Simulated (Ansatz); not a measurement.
`[NH2][Al]([F])[Cl]` at its PBE0-D4/def2-TZVP geometry, where that method's forces vanish. The species carries charge 0 and has multiplicity 1.

```xyz
6

N    -0.8399   -0.3437    0.4213
Al    0.6310    0.1675   -0.3683
F     1.3527   -0.8158   -1.4661
Cl    1.4954    2.0106    0.0547
H    -1.3015   -1.2223    0.2553
H    -1.3377    0.2037    1.1031
```

**Question.** What forces (eV/Å) does r2SCAN-D4/def2-TZVPP give on these atoms in the Gaussian-basis code of Ansatz? (Best estimate.)

**Answer.** The calculation gave: 
```
N1   0.045  0.011 -0.027
Al2  0.000  0.016  0.008
F3   0.016 -0.036 -0.032
Cl4  0.014  0.035  0.010
H5  -0.039 -0.001  0.028
H6  -0.037 -0.025  0.013
```
